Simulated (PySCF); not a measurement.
## Telling isomers of C6H8O2 apart by NMR

- couplings computed with B3LYP/pcJ-1 (spin–dipole term left out of most H,H and C,H couplings)
- shielding tensors at PBE0/pcSseg-1 (GIAO)
- PBE0-D3(BJ)/def2-SVP geometry
- program: PySCF
- one averaged value for each set of equivalent atoms, no solvent, single conformer, non-relativistic

Chemical shifts δ = σref − σ; TMS for 1H (σ = 31.27 ppm), 13C (σ = 184.41 ppm), all at this level. Multiplet labels drop J under 1 Hz and among equivalent protons, and merge close values. Unscaled 3J(H,H) run several per cent high. Shifts are as computed. Against solution values, carbons near 30 ppm lie about +2 ppm off and those near 130 ppm about +5 ppm. Of 1313 compounds with measured shifts, 239 miss one by over three times the rms of a fit or turn the order of signals round; such compounds aren't used in these exercises.

(1) Tabulate the signals of `COCc1ccoc1`, `O=C1CCC(=O)CC1` and their relative energies.

(2) What is the quickest way to tell COCc1ccoc1 from O=C1CCC(=O)CC1?

## Answers

(1) 
| SMILES | carbon types | δC | δH | E rel. (kcal/mol) |
| --- | --- | --- | --- | --- |
| COCc1ccoc1 | 1×C 3×CH 1×CH2 1×CH3 | 147.7, 144.6, 128.9, 116.7, 66.3, 56.0 | 7.41 (dd, 1H), 7.26 (q, 1H), 6.71 (d, 1H), 4.33 (d, 2H), 3.05 (s, 3H) | 32.0 |
| O=C1CCC(=O)CC1 | 2×C 4×CH2 | 210.9, 38.2 | 2.42 (s, 8H) | 0.0 |

Energies are electronic energies at PBE0/pcSseg-1 on these geometries, without zero-point or thermal terms, each for the one conformer computed, which needn't be the lowest.

(2) Count the carbon signals: 6 against 2. The first has an aromatic CH next to the ring oxygen at 147.7 ppm, the second a ketone carbonyl carbon (C) at 210.9 ppm. In the proton spectra the most deshielded non-exchanging signals are 7.41 (dd, J = 2.2, 1.4 Hz, 1H) and 2.42 (s, 8H).
